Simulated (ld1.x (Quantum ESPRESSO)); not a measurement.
## zinc: from the effect back to the setting (TM)

Base potential:

ld1.x (Quantum ESPRESSO) 7.5 input, shortened:

```
&input
   title='Zn', zed=30., rel=1, dft='PBE', iswitch=3,
   config='[Ar] 3d10 4s2 4p0'
 /
 &inputp
   pseudotype=2, tm=.true., lloc=0,
   nlcc=.false.
 /
3
3P  2  1   6.00   0.00  0.75  0.75  0.0
3D  3  2  10.00   0.00  1.30  1.30  0.0
3S  1  0   2.00   0.00  0.95  0.95  0.0
 &test
   configts(1)='3s2 3p6 3d10 4s2 4p0'
 /
```

Occupied shells without a wave of their own: 4s. They enter only through the test configuration that unscreens the potential.

Cutoffs, loose and tight: the cutoffs (Ry, on a coarse ladder) from which the occupation-weighted sum of valence levels, in a spherical-Bessel basis at the reference potential, stays within 10 and 1 mRy of its value at 400 Ry. They do not see the model core or the augmentation charge, which bear on the density cutoff. Test errors are all-electron minus pseudo excitation energies from the reference, over the configurations 3s2 3p6 3d10 4s1 4p0; 3s2 3p6 3d10 4s0 4p0; 3s2 3p6 3d9 4s0 4p0; 3s2 3p5 3d10 4s2 4p0; 3s2 3p6 3d9 4s2 4p1; 3s2 3p6 3d10 4s1 4p1; 3s2 3p6 3d10 4s0 4p1; variants that change the core or the reference have their own tests.

Only the scale of all radii (base = 1) is moved:

| scale of all radii (base = 1) | cutoff, loose | cutoff, tight | bound ghosts | largest test error (meV) |
| --- | --- | --- | --- | --- |
| 0.79 | 300 Ry | over 300 Ry | none | -469 |
| 0.99 | 230 Ry | over 300 Ry | none | -2283 |
| 1.05 | 200 Ry | over 300 Ry | none | -3038 |
| 1.15 | 180 Ry | 230 Ry | none | -4496 |
| 1.25 | 160 Ry | 200 Ry | none | -6974 |
| 1.36 | 120 Ry | 200 Ry | none | -9963 |

Question: One more run gave cutoff, loose: 260 Ry; cutoff, tight: over 300 Ry; bound ghosts: none; largest test error (meV): -1044. Which value of the scale of all radii (base = 1) was used?

Answer: 0.89. The loose cutoff moves one way along this sweep, from 300 Ry at 0.79 to 120 Ry at 1.36, which places the run between 0.79 and 0.99.
